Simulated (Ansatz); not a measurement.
Total energies of 1-ethyl-3-methylimidazolium trifluoroacetate, `CCn1cc[n+](C)c1.O=C([O-])C(F)(F)F` from Ansatz at PBE0-D4/def2-SVP, gas phase (1 Eh = 27.2114 eV = 2625.5 kJ/mol). The reference geometry is relaxed at PBE0-D4/def2-SVP.

```csv
state,geometry,energy (Eh)
charge 0 singlet,reference,-869.41451
charge 1 doublet,reference,-869.09875
charge -1 doublet,reference,-869.37403
charge -1 doublet,relaxed at PBE0-D4/def2-SVP,-869.40882
free C atom (triplet),–,-37.76066
free N atom (quartet),–,-54.47898
free H atom (doublet),–,-0.50029
free O atom (triplet),–,-74.92490
free F atom (doublet),–,-99.54906
```

Task: Work out the vertical ionisation energy to the doublet.

Result: E(charge 1 doublet) − E(charge 0 singlet) = -869.09875 − (-869.41451) = 0.31576 Eh = 8.59 eV. For comparison, −ε of the highest occupied level is 6.35 eV at this level, 2.24 eV less.

Task: Work out the vertical electron affinity, to the doublet.

Result: E(charge 0 singlet) − E(charge -1 doublet) = -869.41451 − (-869.37403) = -0.04048 Eh = -1.10 eV; negative, so the extra electron isn't bound. The basis lacks diffuse functions, which makes affinities too small.

Task: Give the fundamental gap IE − EA, the Mulliken electronegativity (IE + EA)/2 and the hardness (IE − EA)/2.

Result: From the values in Eh: IE − EA = 0.31576 − (-0.04048) = 0.35624 Eh = 9.69 eV; (IE + EA)/2 = 3.75 eV; (IE − EA)/2 = 4.85 eV. The HOMO–LUMO gap of the same run is 5.70 eV, 3.99 eV smaller than the fundamental gap.

Task: How much does the charge -1 doublet relax, and what is the adiabatic electron affinity?

Result: Relaxation: -869.37403 − (-869.40882) = 0.03479 Eh = 0.95 eV. Adiabatic electron affinity: -0.00569 Eh = -0.15 eV, without zero-point energy. 

Task: What is the binding energy per atom against free atoms?

Result: Atoms: 8 × (-37.76066) + 2 × (-54.47898) + 11 × (-0.50029) + 2 × (-74.92490) + 3 × (-99.54906) = -865.04341 Eh. Binding: -865.04341 − (-869.41451) = 4.37110 Eh = 118.94 eV, or 4.57 eV for each of 26 atoms (no zero-point energy, no counterpoise term).

At PBE0-D4/def2-SVP the highest occupied level of the charge -1 doublet lies above zero (up to 2.94 eV). By energy differences it is unbound by 1.10 eV (vertical, against the charge 0 singlet, at PBE0-D4/def2-SVP) and held by the finite basis. At PBE0-D4/def2-SVP the highest occupied level of the relaxed charge -1 doublet lies above zero (up to 0.66 eV). By energy differences it is unbound by 0.15 eV (each at its own geometry, against the charge 0 singlet, at PBE0-D4/def2-SVP) and held by the finite basis.
